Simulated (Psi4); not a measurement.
CS₂, triplet, geometry from GFN2-xTB (a higher spin typed on purpose: for a closed-shell molecule this is an excited state); CAM-B3LYP/def2-TZVPD (Psi4 1.11).

Here is a job for Psi4.
```
memory 2 GB

molecule {
0 3
S    -1.45879303    0.08719683    0.13906637
C    -0.01719280   -0.12418751   -0.58484434
S     1.46524033   -0.04062651    0.08025026
}

set {
  basis def2-tzvpd
  reference uks
  s_tolerance 1e-6
  s_orthogonalization canonical
}

energy('cam-b3lyp')
print_variables()
```

**Question.** Write the output that Psi4 gives for this input, abridged.

**Answer.** 
```
   => Loading Basis Set <=

    Name: DEF2-TZVPD
    Role: ORBITAL
    Keyword: BASIS

         ---------------------------------------------------------
                                   SCF
               by Justin Turney, Rob Parrish, Andy Simmonett
                          and Daniel G. A. Smith
                              UKS Reference
         ---------------------------------------------------------

  ==> Geometry <==

    Molecular point group: cs
    Full point group: Cs

    Geometry (in Angstrom), charge = 0, multiplicity = 3:

       Center              X                  Y                   Z               Mass
    ------------   -----------------  -----------------  -----------------  -----------------
         S           -0.154290036305     1.459874288950     0.000000000000    31.972071174400
         C            0.597801316633     0.017203198499     0.000000000000    12.000000000000
         S           -0.070081283290    -1.466331123756     0.000000000000    31.972071174400

  Running in cs symmetry.

  Rotational constants: A =      3.30711  B =      0.12305  C =      0.11864 [cm^-1]
  Rotational constants: A =  99144.62973  B =   3688.98846  C =   3556.65201 [MHz]
  Nuclear repulsion =  108.725755761458942

  Charge       = 0
  Multiplicity = 3
  Electrons    = 38
  Nalpha       = 20
  Nbeta        = 18

  ==> Algorithm <==

  SCF Algorithm Type is DF.
  DIIS enabled.
  MOM disabled.
  Fractional occupation disabled.
  Guess Type is SAD.
  Energy threshold   = 1.00e-06
  Density threshold  = 1.00e-06
  Integral threshold = 1.00e-12

  ==> Primary Basis <==

  Basis Set: DEF2-TZVPD
    Blend: DEF2-TZVPD
    Number of shells: 45
    Number of basis functions: 129
    Number of Cartesian functions: 147
    Spherical Harmonics?: true
    Max angular momentum: 3

  ==> DFT Potential <==

   => LibXC <=

    Version 7.1.2
    S. Lehtola, C. Steigemann, M. J. T. Oliveira, and M. A. L. Marques,  SoftwareX 7, 1–5 (2018) (10.1016/j.softx.2017.11.002)

   => Composite Functional: CAM-B3LYP <=

    CAM-B3LYP Hyb-GGA Exchange-Correlation Functional

    T. Yanai, D. P. Tew, and N. C. Handy,  Chem. Phys. Lett. 393, 51 (2004) (10.1016/j.cplett.2004.06.011)

    Deriv               =              1
    GGA                 =           TRUE
    Meta                =          FALSE

    Exchange Hybrid     =           TRUE
    MP2 Hybrid          =          FALSE

   => Exchange Functionals <=

    0.3500         Becke 88 [omega = 0.3300]
    0.4600   Short-range recipe for B88 functional - erf [omega = 0.3300]

   => Exact (HF) Exchange <=

    0.4600            HF,LR [omega = 0.3300]
    0.1900               HF

   => Correlation Functionals <=

    0.1900   Vosko, Wilk & Nusair (VWN5)
    0.8100   Lee, Yang & Parr

   => LibXC Density Thresholds  <==

    XC_HYB_GGA_XC_CAM_B3LYP:  1.00E-14

   => Molecular Quadrature <=

    Radial Scheme          =       TREUTLER
    Pruning Scheme         =           NONE
    Nuclear Scheme         =       TREUTLER

    Blocking Scheme        =         OCTREE
    BS radius alpha        =              1
    Pruning alpha          =              1
    Radial Points          =             75
    Spherical Points       =            302
    Total Points           =          66190
    Total Blocks           =            589
    Max Points             =            255
    Max Functions          =            124
    Weights Tolerance      =       1.00E-15

   => Loading Basis Set <=

    Name: (DEF2-TZVPD AUX)
    Role: JKFIT
    Keyword: DF_BASIS_SCF

  ==> Integral Setup <==

  SCF_SUBTYPE=INCORE selected. In-core MEM_DF algorithm will be used.
  Using in-core AOs.

  ==> MemDFJK: Density-Fitted J/K Matrices <==

    J tasked:                   Yes
    K tasked:                   Yes
    wK tasked:                  Yes
    Omega:                3.300E-01
    Algorithm:                 Core
    Schwarz Cutoff:           1E-12
    Mask sparsity (%):       1.1057
    Fitting Condition:        1E-10

   => Auxiliary Basis Set <=

  Basis Set: (DEF2-TZVPD AUX)
    Blend: DEF2-UNIVERSAL-JKFIT
    Number of shells: 101
    Number of basis functions: 331
    Number of Cartesian functions: 399
    Spherical Harmonics?: true
    Max angular momentum: 4

    Using canonical orthogonalization.
  Minimum eigenvalue in the overlap matrix is 2.8578260827E-04.
  Reciprocal condition number of the overlap matrix is 4.1224041073E-05.

  ==> Pre-Iterations <==

  SCF Guess: Superposition of Atomic Densities via on-the-fly atomic UHF (no occupation information).

   -------------------------
    Irrep   Nso     Nmo
   -------------------------
     A'        87      87
     A"        42      42
   -------------------------
    Total     129     129
   -------------------------

  ==> Iterations <==

                           Total Energy        Delta E     RMS |[F,P]|

   @DF-UKS iter SAD:  -834.03487678522549   -8.34035e+02   0.00000e+00
   @DF-UKS iter   1:  -834.35186402339787   -3.16987e-01   5.14386e-03 ADIIS/DIIS
   @DF-UKS iter   2:  -834.33499912139962    1.68649e-02   4.38715e-03 ADIIS/DIIS
   @DF-UKS iter   3:  -834.41598077150854   -8.09817e-02   1.71169e-03 ADIIS/DIIS
   @DF-UKS iter   4:  -834.42843667698617   -1.24559e-02   1.35309e-04 ADIIS/DIIS
   @DF-UKS iter   5:  -834.42865281152206   -2.16135e-04   5.35601e-05 DIIS
   @DF-UKS iter   6:  -834.42868393590186   -3.11244e-05   1.77481e-05 DIIS
   @DF-UKS iter   7:  -834.42869304772694   -9.11183e-06   9.80027e-06 DIIS
   @DF-UKS iter   8:  -834.42869467663547   -1.62891e-06   4.09757e-06 DIIS
   @DF-UKS iter   9:  -834.42869505119961   -3.74564e-07   6.48442e-07 DIIS
  Energy and wave function converged.

  ==> Post-Iterations <==

   Electrons on quadrature grid:
      Nalpha   =   20.0000028436 ; deviation = 2.844e-06
      Nbeta    =   18.0000021429 ; deviation = 2.143e-06
      Ntotal   =   38.0000049865 ; deviation = 4.987e-06

   @Spin Contamination Metric:   1.076338137E-02
   @S^2 Expected:                2.000000000E+00
   @S^2 Observed:                2.010763381E+00
   @S   Expected:                1.000000000E+00
   @S   Observed:                1.000000000E+00

    Orbital Energies [Eh]
    ---------------------

    Alpha Occupied:

[...]
    Alpha Virtual:

[...]
      87Ap    21.930793

    Beta Occupied:

[...]
    Beta Virtual:

[...]
    Final Occupation by Irrep:
             Ap   App
    DOCC [    14,    4 ]
    SOCC [     2,    0 ]
    NA   [    16,    4 ]
    NB   [    14,    4 ]

  @DF-UKS Final Energy:  -834.42869505119961

   => Energetics <=

    Nuclear Repulsion Energy =            108.7257557614589416
    One-Electron Energy =               -1366.6308034699366090
    Two-Electron Energy =                 466.6855825890322080
    DFT Exchange-Correlation Energy =     -43.2092299317540309
    Empirical Dispersion Energy =           0.0000000000000000
    VV10 Nonlocal Energy =                  0.0000000000000000
    Total Energy =                       -834.4286950511994974

  UHF NO Occupations:
  HONO-2 :   14 Ap 1.9971419
  HONO-1 :   15 Ap 1.0000000
  HONO-0 :   16 Ap 1.0000000
  LUNO+0 :   17 Ap 0.0028581
  LUNO+1 :   18 Ap 0.0010782
  LUNO+2 :   19 Ap 0.0010251
  LUNO+3 :   20 Ap 0.0001193

Computation Completed

Properties will be evaluated at   0.000000,   0.000000,   0.000000 [a0]

Properties computed using the SCF density matrix

 Multipole Moments:

 ------------------------------------------------------------------------------------
     Multipole            Electronic (a.u.)      Nuclear  (a.u.)        Total (a.u.)
 ------------------------------------------------------------------------------------

 L = 1.  Multiply by 2.5417464519 to convert [e a0] to [Debye]
 Dipole X            :         -0.1895348           -0.0059209           -0.1954557
 Dipole Y            :         -0.0054538           -0.0001704           -0.0056242
 Dipole Z            :          0.0000000            0.0000000            0.0000000
 Magnitude           :                                                    0.1955366

 ------------------------------------------------------------------------------------

  Variable Map:
  ----------------------------------------------------------------------------
[...]
  Array Variable Map:
  ----------------------------------------------------------------------------
[...]
[...]
```
